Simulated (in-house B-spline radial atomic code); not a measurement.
How numerical settings move a run on the europium ion Eu²⁺, [Xe] 4f7. Computed with a B-spline radial code for spherical atoms: scalar-relativistic (X2C) Hartree-Fock, spin-polarised, averaged over the determinants with the given up and down occupations, Fermi nucleus of rms radius 5.1115 fm.

Command:
```bash
python run_scf.py task.json out
```
Settings of the sound reference run:
```
Z                63
electrons        61
configuration    [Xe] 4f7
hamiltonian      x2c
method           hf
spin_polarised   True
nucleus          fermi
rms_radius       5.1115
mass_number      153
atomic_mass      152.9212
speed_of_light   137.036
knot_spacing     0.22
spline_order     8
gauss_points     12
box_radius       22.22
max_iterations   70
damping          0.5
damped_steps     3
diis_vectors     10
tolerance        1e-08
start            Thomas-Fermi
```

Time taken, with all properties: 0.52 s on 1 thread of Arm Neoverse N1, with other jobs on the host.

It converges in 12 iterations to -10839.124591 hartree, with 4f up at -27.7088 eV. The other runs change the listed settings, some to values that make no sense; their results aren't properties of the atom or ion. Radii are in bohr (the nuclear one in fm), a minus after a letter asks for a j subshell, and «unchanged» means within 1e-8 hartree. The run stops when the residual is below 10 × tolerance × max(1, Z/10), or a noise floor if that is larger, and the energy moves by less than 1e-8 × √|E| hartree; so very loose and very tight tolerances often act alike.

```tsv
changed settings	outcome
electrons = 69, configuration = [Xe] 4f7 7s2 7p6, max_iterations = 100	not converged after 100 iterations, last residual 2.8e-03
damping = 0	converged in 14 iterations, energy unchanged, 4f up level +1.6e-05 eV
max_iterations = 2, damped_steps = 8	not converged after 2 iterations, last residual 9.0e-01, last energy +1.96e+01 hartree from the reference
knot_spacing = 0.15, max_iterations = 60, diis_vectors = 4	converged in 12 iterations, energy +1.08e-07 hartree from the reference, 4f up level -3.0e-05 eV
electrons = 62, configuration = [Xe] 4f7 6s-1, max_iterations = 100	stopped with error: j subshells need the Dirac Hamiltonian and l > 0
damping = 0.95	converged in 14 iterations, energy unchanged, 4f up level +2.5e-05 eV
knot_spacing = 0.75, spline_order = 5, max_iterations = 50, start = bare nucleus	converged in 12 iterations, energy +3.57e+01 hartree from the reference, 4f up level -2.4e+01 eV
start = bare nucleus	converged in 14 iterations, energy unchanged, 4f up level +5.9e-05 eV
tolerance = 1e-13	converged in 13 iterations, energy unchanged, 4f up level +2.4e-05 eV
hamiltonian = dirac	stopped with error: spin polarisation is not served with the Dirac Hamiltonian
```

(1) What happens with spline_order = 4, max_iterations = 75, damped_steps = 0, tolerance = 1e-10?

(2) What happens with damping = 0.2?

(3) What happens with damping = 0.8?

(4) What happens with tolerance = 1e-06?

Answers

(1) Converged in 12 iterations, energy +7.31e-03 hartree from the reference, 4f up level -2.1e-03 eV.

(2) Converged in 13 iterations, energy unchanged, 4f up level -3.3e-05 eV.

(3) Converged in 14 iterations, energy unchanged, 4f up level +3.0e-05 eV.

(4) Converged in 10 iterations, energy unchanged, 4f up level -6.8e-04 eV.
